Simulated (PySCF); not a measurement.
Exercise with solution: entropy of an ideal gas

OPb, SMILES [O]=[Pb] (connectivity only; charge and spin as stated), neutral, multiplicity 1.

The structure is a stationary point at PBE-D3(BJ)/def2-TZVP. The def2 effective core potentials stand for the cores of Pb; spin–orbit coupling is left out.

PBE-D3(BJ)/def2-TZVP in PySCF 2.14.0 gives the harmonic wavenumbers 725 cm⁻¹ and the rotational temperature 0.4345 K. The molar mass is 223.20 g/mol, the symmetry number 1, the spin multiplicity 1.

Q: Work out the entropy at 298.15 K and 1 atm in the rigid-rotor, harmonic-oscillator model.

A: 
Translation (Sackur–Tetrode at 1 atm): S = R[1.5 ln M + 2.5 ln T − 1.16487] = 176.2 J/(mol K).
Rotation: q = T/(σ θ) = 686, S = R[ln q + 1] = 62.6 J/(mol K).
Vibration: with u = 1.4388 ν/T, each mode gives R[u/(e^u − 1) − ln(1 − e^−u)]:
```tsv
ν (cm⁻¹)	modes	u	S (J/(mol K))
725	1	3.50	1.16
```
These are all the modes. Sum 1.2 J/(mol K).
Spin: R ln 1 = 0.0 J/(mol K).
Total 240.0 J/(mol K); the program's own thermochemistry gives 240.0. Translation makes up 73 % and vibration 0 %. Anharmonicity, hindered rotation and orbital degeneracy are left out.
